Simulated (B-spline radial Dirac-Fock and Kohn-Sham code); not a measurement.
## Core-level shifts of erbium with charge state

Method: ΔSCF Dirac-Fock with Breit, self-energy and vacuum polarisation, finite nucleus, configuration average. Computed with a radial B-spline solver. Each ion is free and in its tabulated ground configuration. The model has no electron correlation.

Reference: Er⁵⁶⁺, [Ne] 3s2, with K 61995.6 eV. Shifts from it, in eV (a dash: the subshell is empty, belongs to an open shell averaged over j, or its hole state is left out as unreliable):

```
  ion  configuration        K
Er⁵⁷⁺       [Ne] 3s1        –
Er⁵⁸⁺   [He] 2s2 2p6   +354.9
Er⁵⁹⁺   [He] 2s2 2p5   +787.3
Er⁶⁰⁺   [He] 2s2 2p4        ?
Er⁶¹⁺   [He] 2s2 2p3  +1667.3
Er⁶²⁺   [He] 2s2 2p2  +2114.8
Er⁶³⁺   [He] 2s2 2p1  +2567.3
Er⁶⁴⁺       [He] 2s2  +3024.8
Er⁶⁶⁺            1s2  +3848.7
Er⁶⁷⁺            1s1  +5245.8
```

Problem. Give the missing shifts for Er⁶⁰⁺.

Solution. K +1224.8 (eV).
